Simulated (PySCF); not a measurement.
**C₆ coefficients of unlike pairs at PBE0**

Calculated with PySCF 2.14 from the dipole response of each species, C₆(A,B) = (3/π) ∫ α_A(iu) α_B(iu) du, in atomic units, from isotropic polarisabilities. For ions this is the dispersion term alone; charge-induced terms of lower order in 1/R come first.

| species | configuration | basis | relativity | α (bohr³) | C₆ (like pair) |
| --- | --- | --- | --- | --- | --- |
| I⁺ | [Kr] 4d10 5s2 5p4 (3P) | x2c-TZVPPall with one added diffuse shell each of s, p, d, f type (9s7p5d3f) | spin-free X2C | 19.99 | 174.5 |
| Li | [He] 2s1 (2S) | aug-cc-pCVQZ-DK (9s8p6d4f2g) | spin-free X2C | 146.7 | 1183 |
| I³⁺ | [Kr] 4d10 5s2 5p2 (3P) | aug-cc-pwCVDZ-PP with ECP28MDF (6s5p4d1f) | core potential | 10.10 | 55.66 |
| Tl | [Xe] 4f14 5d10 6s2 6p1 (2P) | x2c-TZVPPall with one added diffuse shell each of s, p, d, f type (12s8p7d4f) | spin-free X2C | 77.56 | 815.6 |

Task: Estimate C₆ for Tl with I³⁺.

Result: The integral gives 187.7. The combination rule 2 C_A C_B / (C_A α_B/α_A + C_B α_A/α_B) gives 170.1 and the geometric mean 213.1.

No spin-orbit coupling is included.

The other pairs:

| pair | C₆ |
| --- | --- |
| I³⁺, Li | 150.2 |
| Tl, I⁺ | 345.7 |
| Tl, Li | 867.1 |
| I³⁺, I⁺ | 97.91 |
| Li, I⁺ | 290.0 |
